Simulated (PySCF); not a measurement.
Compound: C5H7F2N.
Atom-mapped SMILES: `[CH2:1]=[CH:2]/[C:3](=[N:4]\[CH3:5])[CH:6]([F:7])[F:8]` (hydrogens: H9, H10 on C1; H11 on C2; H12, H13, H14 on C5; H15 on C6)

Structure used (PBE0-D3(BJ)/def2-SVP), in Å, numbered top down from 1:
```
atom  x, y, z in Å
C1    -1.722    1.371   -0.202
C2    -0.519    0.781   -0.223
C3    -0.267   -0.638    0.065
N4     0.859   -1.234    0.010
C5     2.055   -0.527   -0.362
C6    -1.420   -1.529    0.477
F7    -2.366   -1.573   -0.492
F8    -2.020   -1.058    1.594
H9    -2.636    0.824    0.038
H10   -1.822    2.435   -0.429
H11    0.358    1.383   -0.473
H12    1.987   -0.098   -1.377
H13    2.911   -1.216   -0.346
H14    2.280    0.303    0.332
H15   -1.043   -2.547    0.664
```

Level of theory: PySCF, PBE0-D3(BJ)/def2-SVP geometry optimisation, gas phase.

Take the most abundant isotopes and a rigid rotor. The values belong to one conformer with, in the numbering `[CH2:1]=[CH:2]/[C:3](=[N:4]\[CH3:5])[CH:6]([F:7])[F:8]`, C1–C2–C3–N4 178°, C2–C3–C6–F7 60°.

(1) What are A, B and C (MHz)?

(2) What kind of rotor is it?

(3) Is it planar, by Δ = Ic − Ia − Ib?

(4) Which lines would a microwave search look for?

Answers

(1) Ia = 176.67, Ib = 324.45, Ic = 407.88 u·Å²; 505379 MHz·u·Å²/I gives A = 2861, B = 1558, C = 1239 MHz.

(2) An asymmetric top: κ = (2 × 1558 − 2861 − 1239)/(2861 − 1239) = -0.61.

(3) Not planar: Δ = Ic − Ia − Ib = -93.24 u·Å². For a rigid frame Δ = −2 Σ m c², so Σ m c² = 46.62 u·Å² lies off the ab plane: 1.60 from hydrogen and 45.01 from heavier atoms. The atom farthest from that plane is 1.09 Å away.

(4) The dipole components are |μa| = 1.72 D, |μb| = 1.67 D, |μc| = 0.02 D. The squared components, which scale the intensities, stand as 1.00 : 0.94 : 0.00 (a : b : c). Some lines, for components of 0.1 D or more:

```json
{"type": "a", "branch": "Q", "J(Ka,Kc)": "1(1,0) ← 1(1,1)", "MHz": "319", "lower level (cm⁻¹)": "0.137"}
{"type": "b", "branch": "Q", "J(Ka,Kc)": "4(1,3) ← 4(0,4)", "MHz": "3600", "lower level (cm⁻¹)": "0.910"}
{"type": "b", "branch": "Q", "J(Ka,Kc)": "4(2,2) ← 4(1,3)", "MHz": "3609", "lower level (cm⁻¹)": "1.030"}
{"type": "b", "branch": "R", "J(Ka,Kc)": "2(0,2) ← 1(1,1)", "MHz": "4239", "lower level (cm⁻¹)": "0.137"}
{"type": "b", "branch": "R", "J(Ka,Kc)": "3(1,2) ← 2(2,1)", "MHz": "4924", "lower level (cm⁻¹)": "0.475"}
{"type": "a", "branch": "R", "J(Ka,Kc)": "2(1,1) ← 1(1,0)", "MHz": "5912", "lower level (cm⁻¹)": "0.147"}
{"type": "b", "branch": "Q", "J(Ka,Kc)": "4(2,3) ← 4(1,4)", "MHz": "6059", "lower level (cm⁻¹)": "0.925"}
{"type": "b", "branch": "R", "J(Ka,Kc)": "2(1,2) ← 1(0,1)", "MHz": "6578", "lower level (cm⁻¹)": "0.093"}
{"type": "b", "branch": "Q", "J(Ka,Kc)": "4(3,1) ← 4(2,2)", "MHz": "6807", "lower level (cm⁻¹)": "1.150"}
{"type": "b", "branch": "Q", "J(Ka,Kc)": "3(3,1) ← 3(2,2)", "MHz": "7341", "lower level (cm⁻¹)": "0.755"}
{"type": "b", "branch": "R", "J(Ka,Kc)": "4(1,3) ← 3(2,2)", "MHz": "8237", "lower level (cm⁻¹)": "0.755"}
{"type": "a", "branch": "R", "J(Ka,Kc)": "3(2,1) ← 2(2,0)", "MHz": "8588", "lower level (cm⁻¹)": "0.477"}
{"type": "b", "branch": "R", "J(Ka,Kc)": "3(1,3) ← 2(0,2)", "MHz": "8918", "lower level (cm⁻¹)": "0.278"}
{"type": "b", "branch": "R", "J(Ka,Kc)": "2(2,1) ← 1(1,0)", "MHz": "9821", "lower level (cm⁻¹)": "0.147"}
{"type": "b", "branch": "Q", "J(Ka,Kc)": "4(4,1) ← 4(3,2)", "MHz": "10157", "lower level (cm⁻¹)": "1.376"}
{"type": "a", "branch": "R", "J(Ka,Kc)": "4(0,4) ← 3(0,3)", "MHz": "10736", "lower level (cm⁻¹)": "0.551"}
{"type": "a", "branch": "R", "J(Ka,Kc)": "4(3,2) ← 3(3,1)", "MHz": "11276", "lower level (cm⁻¹)": "1.000"}
{"type": "a", "branch": "R", "J(Ka,Kc)": "4(2,2) ← 3(2,1)", "MHz": "11597", "lower level (cm⁻¹)": "0.763"}
{"type": "b", "branch": "R", "J(Ka,Kc)": "4(2,3) ← 3(1,2)", "MHz": "14612", "lower level (cm⁻¹)": "0.639"}
{"type": "b", "branch": "R", "J(Ka,Kc)": "3(3,0) ← 2(2,1)", "MHz": "15736", "lower level (cm⁻¹)": "0.475"}
{"type": "b", "branch": "R", "J(Ka,Kc)": "4(4,1) ← 3(3,0)", "MHz": "21427", "lower level (cm⁻¹)": "1.000"}
```

Not checked by PBE0-D3(BJ)/def2-SVP frequencies. Constants of a rigid frame at the computed geometry: no zero-point averaging, no centrifugal distortion. A rigid rotor knows nothing of internal rotation, which can split or shift real lines. Quadrupole hyperfine structure (14N) is left out.
